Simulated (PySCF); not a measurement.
**Question.** Write Cartesian coordinates for `B(S[SiH3])P` as optimised with PBE0-D3(BJ)/def2-SVP.

**Answer.** 
```
atom  x, y, z in Å
Si1   -1.6672    0.6323    0.3729
S2    -0.6795   -0.1759   -1.3769
B3     1.0329   -0.3415   -0.8823
P4     1.8408    0.2243    0.7402
H5    -0.9131    1.8146    0.8819
H6    -1.7653   -0.3991    1.4465
H7    -3.0299    1.0336   -0.0738
H8     1.7552   -0.7465   -1.7605
H9     0.8937   -0.2321    1.7015
H10    2.7693   -0.8430    0.8844
```

Any rigid rotation of these coordinates is as good. Atoms count from 1 in this order. Si1 (SiH3 silicon) is distorted tetrahedral (angles from 106.0° to 110.7°). P4 (three-coordinate phosphorus) is pyramidal (angles 101.4°, 98.1° and 97.2°, sum 296.7°, 0.74 Å off the plane of its three neighbours). B3 (three-coordinate boron) is planar (angles 128.0°, 117.8° and 113.7°, sum 359.6°, 0.06 Å off the plane of its three neighbours). Of the pairs four or more bonds apart, Si1···H9 is among the closest relative to their van der Waals radii: 3.01 Å, 91 % of the sum of Bondi's values.

Bonds between heavy atoms (Å): Si1–S2 2.166, S2–B3 1.790, B3–P4 1.899.

Computed, not measured: PBE0-D3(BJ)/def2-SVP geometry optimisation, gas phase in PySCF.

Whether it is a minimum is left open (no frequencies). The numbers are those of one conformer (Si1–S2–B3–P4 -6°, S2–B3–P4–H 45° and 145°).
